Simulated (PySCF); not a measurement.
# Excited states of Mg²⁺ (magnesium, charge +2)

Ground state [Ne], ¹S. All numbers are calculated (PySCF 2.14, no relativity, point nucleus, in def2-TZVPPD with one added diffuse shell each of s, p, d type (6s6p4d, 44 functions)). Vertical excitation energies in eV without spin-orbit coupling; excited terms of each kind are numbered among those the solver found. Frozen: 1s2.

```csv
term,leading excitation,EOM-EE-CCSD
1 3P°,2p → s,52.874
1 1P°,2p → s,53.359
1 3S,2p → p,57.335
1 3D,2p → p,58.265
1 1D,2p → p,58.625
1 1P,2p → p,58.750
1 3P,2p → p,58.757
1 1S,2p → p,60.890
2 3P°,2p → d,65.563
1 3F°,2p → d,65.726
1 1F°,2p → d,65.769
1 1D°,2p → d,65.938
2 1P°,2p → d,65.944
1 3D°,2p → d,65.947
2 3S,2p → p,68.748
2 1D,2p → p,69.155
```

The solver can miss terms. Rydberg members are limited by the diffuse functions of the basis.
